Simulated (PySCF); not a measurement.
## Electron correlation in Bi²⁺ (bismuth, charge +2)

[Xe] 4f14 5d10 6s2 7s1, 2S determinant (an excited configuration). All numbers are calculated (PySCF 2.14, scalar relativity through the core potential, in aug-cc-pVQZ-PP with one added diffuse shell each of s, p, d, f, g type with ECP60MDF (8s8p6d4f3g, 117 functions)). Frozen: 5s2 5p6 5d10; 3 electrons correlated.

MP2 pair energies summed by pair of shells (mhartree):

| pair | energy | share (%) |
| --- | --- | --- |
| 6s-6s | -22.21 | 69.9 |
| 6s-7s | -9.58 | 30.1 |

Total MP2 correlation energy: -31.79 mhartree.

Same-spin part -3.67 and opposite-spin part -28.12 mhartree; SCS-MP2 scales them by 1/3 and 6/5 to -34.96 mhartree.
